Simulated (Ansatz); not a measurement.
Spectroscopic constants of CrW, closed-shell singlet (the spin of the measured ground state). No spin–orbit coupling. Cr is treated without relativity. The T1 diagnostic near the minimum is 0.090, so single-reference values are doubtful.

D_e counts from the fitted minimum to each atom's lowest state at the same level, without counterpoise. The singlet is restricted.

Programs: Ansatz (Gaussian orbitals).  In def2 rows elements past Kr take small-core potentials, without spin–orbit coupling.

```
level                 bond energy D_e (kcal/mol)
--------------------  --------------------------
SVWN5/def2-TZVPP                          103.09
PBE/def2-TZVPP                             60.74
r2SCAN/def2-TZVPP                           6.39
B97M-V/def2-TZVPP                          -2.39
B3LYP/def2-TZVPP                           17.55
PBE0/def2-TZVPP                           -17.05
BHLYP/def2-TZVPP                             ___
CAM-B3LYP/def2-TZVPP                         ___
```

Task: Complete the blanks.

Result: 
- BHLYP/def2-TZVPP, bond energy D_e (kcal/mol): -62.81
- CAM-B3LYP/def2-TZVPP, bond energy D_e (kcal/mol): -6.05

Ansatz is an electronic-structure program.
